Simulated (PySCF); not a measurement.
Isomers of C6H11ClSi2, one GFN2-xTB conformer each. Single-point energies are computed at PBE0/pcSseg-1 (PySCF, gas phase, no added dispersion term), electronic only.

| SMILES | GFN2-xTB relative energy (kcal/mol) |
| --- | --- |
| C#C[Si@H]([SiH2]C)C1(Cl)CC1 | 48.0 |
| CCC#C[C@@H]1[SiH2][C@@H]1[SiH2]Cl | 11.6 |
| C=C[Si@@H](Cl)[SiH]1CC=CC1 | 0.0 |
| C#C[Si@@H]([SiH2]CCl)C1CC1 | 53.5 |

Conformers: `[CH:1]#[C:2][Si@H:3]([SiH2:4][CH3:5])[C:6]1([Cl:7])[CH2:8][CH2:9]1` with C2–Si3–Si4–C5 26°, C2–Si3–C6–Cl7 179°; `[CH3:1][CH2:2][C:3]#[C:4][C@@H:5]1[SiH2:6][C@@H:7]1[SiH2:8][Cl:9]` with Si6–C7–Si8–Cl9 97°; `[CH2:1]=[CH:2][Si@@H:3]([Cl:4])[SiH:5]1[CH2:6][CH:7]=[CH:8][CH2:9]1` with C1–C2–Si3–Cl4 -4°, C2–Si3–Si5–C6 -144°; `[CH:1]#[C:2][Si@@H:3]([SiH2:4][CH2:5][Cl:6])[CH:7]1[CH2:8][CH2:9]1` with C2–Si3–Si4–C5 -154°, Si3–Si4–C5–Cl6 -55°, C2–Si3–C7–C8 31°.

What does PBE0/pcSseg-1 give for the same structures?

```tsv
SMILES	PBE0/pcSseg-1 E (Eh)	PBE0/pcSseg-1 (kcal/mol)	GFN2-xTB (kcal/mol)	point group
C=C[Si@@H](Cl)[SiH]1CC=CC1	-1273.71230	0.0	0.0	C1
CCC#C[C@@H]1[SiH2][C@@H]1[SiH2]Cl	-1273.64408	42.8	11.6	C1
C#C[Si@H]([SiH2]C)C1(Cl)CC1	-1273.61155	63.2	48.0	C1
C#C[Si@@H]([SiH2]CCl)C1CC1	-1273.60609	66.6	53.5	C1
```

Both levels put the same isomer lowest; measured from each level's own lowest isomer, the values differ by up to 31.2 kcal/mol (CCC#C[C@@H]1[SiH2][C@@H]1[SiH2]Cl: 11.6 against 42.8). As drawn, the lowest has a C=C bond outside aromatic rings, which the highest lacks; the highest has a three-membered ring and a C≡C bond, which the lowest lacks.

Which frontier levels, dipoles and rotational constants go with these structures?

```tsv
SMILES	HOMO (eV, PBE0/pcSseg-1)	LUMO (eV)	dipole (D)	A, B, C (MHz)
C=C[Si@@H](Cl)[SiH]1CC=CC1	-7.13	-0.60	1.61	1842, 557.1, 476.1
CCC#C[C@@H]1[SiH2][C@@H]1[SiH2]Cl	-6.54	-0.29	2.19	1181, 552.0, 415.9
C#C[Si@H]([SiH2]C)C1(Cl)CC1	-7.70	-0.65	2.38	1205, 747.7, 517.4
C#C[Si@@H]([SiH2]CCl)C1CC1	-7.76	-0.44	1.34	1399, 592.8, 464.2
```
